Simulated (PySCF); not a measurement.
CH₇InO₄, singlet, PBE0/def2-SVP optimised geometry.

```
13

In    -1.04    -1.61     0.00
O      1.01    -1.61     0.00
H      1.41    -2.07    -0.74
O     -1.99    -2.05    -1.70
H     -2.93    -2.18    -1.54
O     -1.91    -1.64     1.81
H     -1.30    -1.98     2.47
C     -0.54     1.43     1.12
O     -0.32     0.59     0.00
H     -0.77     0.84     2.03
H     -1.41     2.07     0.90
H      0.33     2.08     1.30
H      0.57     0.17     0.02
```

Density from PySCF with PBE0/def2-TZVP, def2 effective core potentials past Kr at that geometry. The core electrons that the potentials of In replace are not part of the density.

Minimum of the electron density along straight lines between bonded atoms, close to the bond critical point (lines longer than 1.1 times the sum of covalent radii, or with two minima, are not listed):

```
bond    length / Å  ρ at the minimum / e bohr⁻³  ∇²ρ there / e bohr⁻⁵  position (fraction from the first atom)
------  ----------  ---------------------------  --------------------  ---------------------------------------
In1–O2       2.043                   (withheld)            (withheld)                                     0.52
O2–H3        0.963                        0.356                 -2.36                                     0.80
In1–O4       1.993                        0.113                  0.48                                     0.52
O4–H5        0.964                        0.357                 -2.36                                     0.80
In1–O6       2.007                        0.110                  0.47                                     0.52
O6–H7        0.964                        0.356                 -2.35                                     0.80
C8–O9        1.418                   (withheld)                 -0.48                                     0.35
C8–H10       1.102                        0.280                 -0.98                                     0.65
C8–H11       1.098                        0.281                 -0.99                                     0.65
C8–H12       1.101                        0.279                 -0.97                                     0.65
O9–H13       0.988                        0.330                 -2.25                                     0.82
```

Problem. Some entries are withheld; supply them.

Solution. 
- In1–O2, ρ at the minimum / e bohr⁻³: 0.101
- In1–O2, ∇²ρ there / e bohr⁻⁵: 0.43
- C8–O9, ρ at the minimum / e bohr⁻³: 0.252
